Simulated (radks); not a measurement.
Valence configurations of the thallium ion Tl+. Calculated with a radial shooting solver on a logarithmic mesh with Libxc functionals: scalar-relativistic Kohn-Sham, PBE, spin-polarised, spherical densities, finite nucleus; open shells are filled with parallel spins first (spin-orbit coupling, left out, can overturn this in heavy ions); Fermi nuclear charge, rms radius 5.4759 fm. Energies are relative to [Hg]; eigenvalues in eV for spin up.

\begin{tabular}{lrrrrrr}
valence & E (eV) & moment (Bohr magnetons) & e(4f) & e(5d) & e(6p) & e(6s) \\ \hline
[Hg] & 0.000 & 0 & -121.32 & -22.761 & - & -16.300 \\
[Xe] 4f13.5 5d10 6s2 6p0.5 & 58.572 & 1 & -130.98 & -25.883 & -9.208 & -17.799 \\
[Xe] 4f14 5d8 6s2 6p2 & 33.449 & 4 & -133.38 & -32.483 & -11.831 & -21.714 \\
[Xe] 4f14 5d9.5 6s2 6p0.5 & 7.550 & 1 & -124.36 & -25.265 & -9.208 & -17.770 \\
[Xe] 4f12 5d8 6s2 6p4 & 312.11 & 6 & -173.86 & -45.435 & -14.664 & -26.516 \\
[Xe] 4f14 5d10 6p2 & 16.114 & 2 & -124.96 & -26.289 & -10.542 & - \\
[Xe] 4f13 5d9.5 6s2 6p1.5 & 130.79 & 3 & -143.91 & -31.530 & -11.054 & -20.593 \\
[Xe] 4f14 5d8 6s1 6p3 & 40.910 & 6 & -134.83 & -33.970 & -12.855 & -23.057 \\
[Xe] 4f12 5d10 6s2 6p2 & 258.96 & 4 & -160.95 & -35.468 & -11.950 & -22.017 \\
[Xe] 4f14 5d10 6s1 6p1 & 7.548 & 2 & -123.16 & -24.689 & -9.679 & -18.149 \\
\end{tabular}

NIST lists [Hg] as the ground configuration; this level of theory agrees among the configurations tried. The energies are those of spherical high-spin densities, not of single terms.
